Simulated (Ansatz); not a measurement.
Kohn–Sham single points on C$_{3}$H$_{9}$ClTi, SMILES `[CH3][Ti]([CH3])([CH3])[Cl]`.

```yaml
crystal:
  periodic: [false, false, false]
  atoms:
    - {symbol: C, position_ang: [-1.790433, 0.658100, -0.068154]}
    - {symbol: Ti, position_ang: [0.194275, 0.321732, -0.450333]}
    - {symbol: C, position_ang: [1.211873, 0.732320, 1.280034]}
    - {symbol: C, position_ang: [0.401189, -1.686365, -0.800973]}
    - {symbol: Cl, position_ang: [0.925372, 1.535285, -2.145781]}
    - {symbol: H, position_ang: [-2.376152, 0.583969, -0.989939]}
    - {symbol: H, position_ang: [-2.151496, -0.086536, 0.650187]}
    - {symbol: H, position_ang: [-1.919686, 1.659198, 0.357116]}
    - {symbol: H, position_ang: [2.232156, 0.340132, 1.209656]}
    - {symbol: H, position_ang: [0.700482, 0.253331, 2.122586]}
    - {symbol: H, position_ang: [1.256206, 1.812499, 1.451681]}
    - {symbol: H, position_ang: [0.202979, -2.237378, 0.125286]}
    - {symbol: H, position_ang: [1.415155, -1.912849, -1.145688]}
    - {symbol: H, position_ang: [-0.315018, -2.002639, -1.566978]}
basis:
  gaussian: {orbitals: def2-TZVPP}
hamiltonian: {xc: lda}
output: {orbitals: {seedname: orbitals}}
```

```sh
$ ansatz run in.yaml --threads 4 --pin off --events-out ev --progress --plain --max-ram 11315MiB
```

It prints (some lines left out):

```
Functional definition: SPW92
1797 factors; their error is unknown
mean field evaluation 1: about -38738.6369 eV, gradient 1.2e2 eV
mean field evaluation 2: about -38603.6281 eV, gradient 2.1e2 eV
mean field evaluation 4: about -38768.2246 eV, gradient 4.0e1 eV
mean field evaluation 8: about -38771.9171 eV, gradient 6.9e-1 eV
mean field evaluation 16: about -38771.8827 eV, gradient 7.5e-3 eV
mean field -38771.88268978 eV, -1424.8404083234 hartree, gradient 8.2e-5 eV, S^2 0.000000; 0 other end points of the search recorded, 0 dependent functions left out
reference -38771.88273703 eV, -1424.8404100600 hartree; 33, 33 occupied and 292, 292 virtual orbitals, 1797 factors
Total energy: -38771.88273703 eV, -1424.8404100600 hartree
```

Run time 2.9 s (4 threads of an Arm Neoverse V1 on a shared host); peak host memory 0.55 GiB.

The same input with `hamiltonian: {xc: {name: B97M-V}}` (abridged; 21 s):

```
Functional definition: B97M-V
mean field evaluation 16: about -38890.4298 eV, gradient 6.8e-4 eV
mean field -38890.42978802 eV, -1429.1969338296 hartree, gradient 3.1e-5 eV, S^2 0.000000
Total energy: -38890.42986123 eV, -1429.1969365200 hartree
```

With the line `hamiltonian: {xc: {name: CAM-B3LYP}, dispersion: d4}` (abridged; 9.5 s):

```
Functional definition: CAM-B3LYP
mean field evaluation 16: about -38898.1225 eV, gradient 9.1e-4 eV
mean field -38898.12250310 eV, -1429.4796358945 hartree, gradient 2.9e-5 eV, S^2 0.000000
Total energy: -38898.40227114 eV, -1429.4899171804 hartree
```

Changing it to `hamiltonian: {xc: {name: PBE-QIDH}}` (abridged; 16 s):

```
Functional definition: PBE-QIDH
mean field evaluation 16: about -38867.1846 eV, gradient 2.5e-3 eV
mean field -38867.18458282 eV, -1428.3426882948 hartree, gradient 9.4e-6 eV, S^2 0.000000
13 core orbitals not correlated: weight in the atoms' cores, before any rotation towards them, 1.000 or more for the frozen orbitals, at most 0.000 for the correlated occupied ones
second order -36.41434973 eV of doubles, -0.00000000 eV of singles
Total energy: -38879.32271425 eV, -1428.7887563972 hartree
```

The same input with `hamiltonian: {xc: {name: revPBE}, dispersion: d4}` (abridged; 4.6 s):

```
Functional definition: revPBE
mean field evaluation 16: about -38893.3949 eV, gradient 3.6e-3 eV
mean field -38893.39487143 eV, -1429.3058986350 hartree, gradient 4.6e-5 eV, S^2 0.000000
Total energy: -38894.22798965 eV, -1429.3365151652 hartree
```

The same input with `hamiltonian: {xc: {name: BHLYP}, dispersion: d4}` (abridged; 8.5 s):

```
Functional definition: BHLYP
mean field evaluation 16: about -38895.6105 eV, gradient 8.0e-4 eV
mean field -38895.61051491 eV, -1429.3873220311 hartree, gradient 2.6e-5 eV, S^2 0.000000
Total energy: -38896.01961075 eV, -1429.4023560261 hartree
```
